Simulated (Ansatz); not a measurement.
Gas-phase reaction 2 R1 + R2 → P1 + P2 + P3, each structure at its B3LYP-D3(BJ)/def2-TZVP stationary point, reached from a drawn start (curvature not checked).
P1: CH4 (SMILES C), charge 0, multiplicity 1.
R1, H2 (SMILES [H][H]) (charge 0, multiplicity 1):
```xyz
2

H      0.0000     0.0000     0.3720
H      0.0000     0.0000    -0.3720
```
P2: HF (SMILES F), charge 0, multiplicity 1.
P3: SiH4 (SMILES [SiH4]), charge 0, multiplicity 1.
R2: CH5FSi (SMILES C[SiH2]F), charge 0, multiplicity 1.

P less R. No zero-point or thermal terms.

Correlated levels freeze the cores.

The values were computed with Ansatz (Gaussian orbitals). No computed number here is a measurement.

Total energies in hartree:

```json
[
 {"structure": "P1", "PBE/def2-TZVPP": "-40.464286", "r2SCAN/def2-TZVPP": "-40.500875", "CCSD(T)/cc-pV(Q+d)Z": "-40.450883"},
 {"structure": "R1", "PBE/def2-TZVPP": "-1.166122", "r2SCAN/def2-TZVPP": "-1.171285", "CCSD(T)/cc-pV(Q+d)Z": "-1.173794"},
 {"structure": "P2", "PBE/def2-TZVPP": "-100.393473", "r2SCAN/def2-TZVPP": "-100.446638", "CCSD(T)/cc-pV(Q+d)Z": "-100.373106"},
 {"structure": "P3", "PBE/def2-TZVPP": "-291.721620", "r2SCAN/def2-TZVPP": "-291.854203", "CCSD(T)/cc-pV(Q+d)Z": "-291.452235"},
 {"structure": "R2", "PBE/def2-TZVPP": "-430.277415", "r2SCAN/def2-TZVPP": "-430.495530", "CCSD(T)/cc-pV(Q+d)Z": "-429.963299"}
]
```

Question: Work out the reaction energy at each level in kJ/mol (1 hartree = 2625.49964 kJ/mol), and say how far PBE/def2-TZVPP lies from CCSD(T)/cc-pV(Q+d)Z.

Answer: 
- PBE/def2-TZVPP: (-40.464286) + (-100.393473) + (-291.721620) − (-430.277415) − 2 × (-1.166122) = 0.030280 hartree = 79.5 kJ/mol
- r2SCAN/def2-TZVPP: (-40.500875) + (-100.446638) + (-291.854203) − (-430.495530) − 2 × (-1.171285) = 0.036384 hartree = 95.5 kJ/mol
- CCSD(T)/cc-pV(Q+d)Z: (-40.450883) + (-100.373106) + (-291.452235) − (-429.963299) − 2 × (-1.173794) = 0.034663 hartree = 91.0 kJ/mol
PBE/def2-TZVPP less CCSD(T)/cc-pV(Q+d)Z: -11.5 kJ/mol. CCSD(T)/cc-pV(Q+d)Z is the level counted from, the highest shown, and no exact or measured value.

Ansatz is a first-principles code.
